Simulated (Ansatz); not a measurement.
K₂O₂⁻. Charge -1, multiplicity 2. Geometry r2SCAN-D4/def2-TZVPD; atoms count from 1.

```xyz
4

K    -0.3990   -0.3848    3.4655
K     0.1338    0.1300   -1.1714
O     0.4296    0.3816   -3.5039
O    -0.1644   -0.1268    1.2097
```

The charge -1 doublet is spin-contaminated (final ⟨S²⟩ up to 1.47, 0.75 for a pure state). The geometry of the doublet was relaxed on an unsound state (⟨S²⟩ 1.29, where a pure state has 0.75). Another isomer (quartet) lies 1.11 eV lower at PBE0-D4/def2-TZVPD; other spin states weren't run for this one.

Estimate the Mulliken populations from the PBE0/def2-TZVPD orbitals of Ansatz.


```
atom  charge (e)  spin (α − β)
  K1        0.30         -0.63
  K2        0.85         -0.05
  O3       -0.94          0.98
  O4       -1.20          0.70
```
Mulliken values and Mayer orders depend strongly on the basis. With diffuse functions, as here, like atoms can get unlike values, and bond orders can come out too low or too high.

Where does the spin sit?

Summed by element: K -0.68, O 1.68, of 1 unpaired in all. Largest on single atoms: O3 0.98, O4 0.70, K1 -0.63.

And the Mayer bond orders between bonded heavy atoms (over 0.3)?

K1–O4 0.50 (2.28 Å).
